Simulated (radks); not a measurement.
Au55+, 24 electrons, occupied as [Ar] 3d6 (the NIST ground configuration). All-electron calculation, Dirac Kohn-Sham, BLYP, spin-unpolarised, spherical densities, point nucleus; open shells are shared between the two j in proportion to 2j + 1. Program: a radial shooting solver on a logarithmic mesh with Libxc functionals.

Unscreened Slater integrals over Kohn-Sham orbitals (cm^-1). Large and small components are both included.

F0(3d5/2,3d5/2): 1247200
F2(3d5/2,3d5/2): 644500
F4(3d5/2,3d5/2): 416850
F0(3d5/2,3d3/2): 1263600
F2(3d5/2,3d3/2): 649410
G2(3d5/2,3d3/2): 635050
G4(3d5/2,3d3/2): 410510
F0(3d5/2,3p3/2): 1152500
F2(3d5/2,3p3/2): 550220
G1(3d5/2,3p3/2): 574660
G3(3d5/2,3p3/2): 387250
F0(3d5/2,3p1/2): 1205400
G3(3d5/2,3p1/2): 427960
F0(3d3/2,3d3/2): 1280900
F2(3d3/2,3d3/2): 655440
F0(3d3/2,3p3/2): 1165100
F2(3d3/2,3p3/2): 547930
G1(3d3/2,3p3/2): 562020
G3(3d3/2,3p3/2): 378570
F0(3d3/2,3p1/2): 1220100
G1(3d3/2,3p1/2): 653550
F0(3p3/2,3p3/2): 1098000
F2(3p3/2,3p3/2): 546400
F0(3p3/2,3p1/2): 1140400
G2(3p3/2,3p1/2): 547130
F0(3p1/2,3p1/2): 1190600
